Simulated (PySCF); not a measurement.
## The third ionisation energy along group 6

All values are computed (PySCF 2.14, energy differences of UHF-based or UKS calculations, no spin-orbit coupling). Values in eV. The last column holds reference values (NIST; (s) semi-empirical, (t) theoretical, else measured). Unmarked ones compare directly (S terms, centres of terms, or small fine structure); those marked * lie between the lowest fine-structure levels and include a spin-orbit shift.

| element | configurations | PBE0 | r2SCAN | SCS-MP2 (valence) | MP2 (valence and next inner shell) | SCS-MP2 (valence and next inner shell) | CCSD (valence and next inner shell) | reference |
| --- | --- | --- | --- | --- | --- | --- | --- | --- |
| Cr (def2-TZVPPD, non-relativistic) | [Ar] 3d4 → [Ar] 3d3 | 31.472 | 31.244 | 30.083 | 31.176 | 30.749 | 30.947 | 30.959 ± 0.025 * |
| Mo (def2-TZVPPD with the def2 core potential (28 electrons), ECP) | [Kr] 4d4 → [Kr] 4d3 | 27.241 | 27.115 | 26.256 | 27.040 | 26.723 | 26.903 | 27.13 ± 0.12 (s) * |
| W (def2-TZVPPD with the def2 core potential (60 electrons), ECP) | [Xe] 4f14 5d4 → [Xe] 4f14 5d3 | 25.866 | 25.762 | 24.840 | 25.561 | 25.260 | 25.464 | 26 ± 0.4 (s) * |

"Valence" correlates the outer s and p shells and, in groups 3 to 12 and the f block, the outer d or f shell, open or full, or the next shell where the ion has no valence electron left; the wider scheme adds the next inner shell.
